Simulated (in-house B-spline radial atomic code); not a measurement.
A run on an ion of nuclear charge 65 with 65.6 electrons that did not converge. Method: scalar-relativistic (X2C) B97-1, spin-polarised, spherical fractional occupations, Fermi nucleus of rms radius 5.06 fm; computed with an all-electron radial atomic-structure program (B-spline basis).

Command:
```bash
python run_scf.py task.json out
```
Settings (nuclear radius in fm, mass in u):
```
Z                65
configuration    [Xe] 4f9.6 6s2
hamiltonian      x2c
method           b97_1
spin_polarised   True
nucleus          fermi
rms_radius       5.06
atomic_mass      158.92535
speed_of_light   137.035999084
```

First and last ten iterations of the last attempt (damped for 15 steps, keeping 80 % of the old Fock matrix, then DIIS):
```
 iter        energy (Eh)    residual
    1      -11663.779996    7.04e-01
    2      -11664.078607    1.30e+00
    3      -11685.837993    8.25e-01
    4      -11697.570479    4.97e-01
    5      -11703.440362    3.11e-01
    6      -11706.137034    2.04e-01
    7      -11707.276992    1.26e-01
    8      -11707.737922    7.76e-02
    9      -11707.934676    5.48e-02
   10      -11708.033011    4.06e-02
  111      -11706.215164    1.35e-01
  112      -11707.966854    5.02e-02
  113      -11707.979302    4.85e-02
  114      -11706.270497    1.32e-01
  115      -11706.304519    1.31e-01
  116      -11663.632230    5.53e-01
  117      -11663.624965    5.53e-01
  118      -11706.308030    1.31e-01
  119      -11706.308402    1.31e-01
  120      -11663.314301    5.53e-01
 not converged after 120 iterations
```

The smallest residual met was 2.9e-02; the threshold is about 6e-07. No energy from this run should be used. The likely cause: this method binds the added charge weakly or not at all at the basis-set limit, so charge moves back and forth between the atom and the box. Time taken, with all properties: 8.3 s on 1 thread of Arm Neoverse N1 (shared host).
